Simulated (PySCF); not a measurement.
C2H4F2Si2, SMILES F[SiH](F)C#C[SiH3].

The structure is a stationary point at PBE-D3(BJ)/def2-SVP. This is a generated structure with no PubChem entry under its InChIKey; it may be hypothetical.

These are CAM-B3LYP/def2-TZVP in PySCF values and carry that method's errors.

Isolated molecule, no solvent.

Computed frontier levels, gap, dipole moment and polarisability:
```
Property                                                                                                         Value
---------------------------------------------------------------------------------------------  -----------------------
highest occupied level                                                                                       -10.06 eV
lowest empty level                                                                                            -0.32 eV
orbital gap                                                                                                    9.74 eV
dipole moment                                                                                                   2.44 D
quadrupole, principal values (traceless, Buckingham form, about the centre of nuclear charge)   -5.01, -2.84, 7.85 D·Å
mean static polarisability                                                                       71.7 bohr³ (10.63 Å³)
polarisability, principal values                                                               55.5, 56.0, 103.7 bohr³
```
